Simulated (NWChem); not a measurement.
System: SrHOCl; SMILES [OH][Sr][Cl]

NWChem input:

```
start job
memory heap 200 mb stack 900 mb global 1100 mb
geometry units angstroms noautoz
  Sr    -0.037144     0.217020    -0.012214
  Cl    -0.145898    -2.422598    -0.026110
  O      1.169218     1.978052     0.087773
  H      1.800045     2.698915     0.104812
end
basis spherical
  Sr library def2-svp
  Cl library def2-svp
  O library def2-svp
  H library def2-svp
end
ecp
  Sr library def2-ecp
end
dft
  xc scan
  iterations 150
  mulliken
end
task dft gradient
```

NWChem printed, in part:

```
             Northwest Computational Chemistry Package (NWChem) 7.3.0
             --------------------------------------------------------

 C1  symmetry detected

                             Geometry "geometry" -> ""
                             -------------------------

 Output coordinates in angstroms (scale by  1.889725989 to convert to a.u.)

  No.       Tag          Charge          X              Y              Z
 ---- ---------------- ---------- -------------- -------------- --------------
    1 Sr                  38.0000    -0.24157357     0.40001990     0.00000481
    2 Cl                  17.0000     0.21273880    -2.20251808     0.00028351
    3 O                    8.0000     0.56673943     2.37819097     0.00311922
    4 H                    1.0000     1.02932062     3.21652334    -0.02995619

 Effective nuclear repulsion energy (a.u.)     232.9076346893

                                 NWChem DFT Module
                                 -----------------

 Summary of "ao basis" -> "ao basis" (spherical)
 ------------------------------------------------------------------------------
       Tag                 Description            Shells   Functions and Types
 ---------------- ------------------------------  ------  ---------------------
 Sr                         def2-svp                 9       23   4s3p2d
 Cl                         def2-svp                 8       18   4s3p1d
 O                          def2-svp                 6       14   3s2p1d
 H                          def2-svp                 3        5   2s1p

            General Information
            -------------------
          SCF calculation type: DFT
          Wavefunction type:  closed shell.
          No. of atoms     :     4
          No. of electrons :    36
           Alpha electrons :    18
            Beta electrons :    18
          Charge           :     0
          Spin multiplicity:     1
          Use of symmetry is: off; symmetry adaption is: off
          Maximum number of iterations: 150
          AO basis - number of functions:    60
                     number of shells:    26
          Convergence on energy requested:  1.00D-06
          Convergence on density requested:  1.00D-05
          Convergence on gradient requested:  5.00D-04

              XC Information
              --------------
                         SCAN Method XC Functional
                  SCAN metaGGA Exchange Functional  1.000
                        SCAN Correlation Potential  1.000

             Grid Information
             ----------------
          Grid used for XC integration:  medium
          Radial quadrature: Mura-Knowles
          Angular quadrature: Lebedev.
          Tag              B.-S. Rad. Rad. Pts. Rad. Cut. Ang. Pts.
          ---              ---------- --------- --------- ---------
          Sr                  2.00      123          10.0       590
          Cl                  1.00       88          13.0       590
          O                   0.60       49          11.0       434
          H                   0.35       45          12.0       434
          Grid pruning is: on
          Number of quadrature shells:   305
          Spatial weights used:  Erf1

      Superposition of Atomic Density Guess
      -------------------------------------

 Sum of atomic energies:        -569.39459486

      Non-variational initial energy
      ------------------------------

 Total energy =    -564.915473
 1-e energy   =    -941.373251
 2-e energy   =     299.158635
 HOMO         =      -0.454476
 LUMO         =      -0.123037

     ---------------------------------------------
      Total Density - Mulliken Population Analysis
     ---------------------------------------------

    Atom       Charge   Shell Charges
 -----------   ------   -------------------------------------------------------
    1 Sr  10     8.47   0.74  1.23  0.17  0.00  5.87  0.17  0.04  0.18  0.07
    2 Cl  17    17.72   2.00  1.99  1.24  0.73  5.95  2.26  3.55  0.00
    3 O    8     9.16   1.99  1.12  0.68  3.24  2.12  0.00
    4 H    1     0.65   0.53  0.06  0.06

[...]

                         DFT ENERGY GRADIENTS

    atom               coordinates                        gradient
                 x          y          z           x          y          z
   1 Sr     -0.456508   0.755928   0.000009    0.001178   0.000773  -0.000298
   2 Cl      0.402018  -4.162156   0.000536   -0.000316   0.001036   0.000042
   3 O       1.070982   4.494129   0.005894    0.000890   0.001112   0.000660
   4 H       1.945134   6.078348  -0.056609   -0.001752  -0.002921  -0.000403
```

Level: SCAN/def2-SVP with def2 effective core potentials on Sr. The geometry was optimised at PBE0/def2-SVP. def2 effective core potentials on Sr; no spin-orbit coupling.
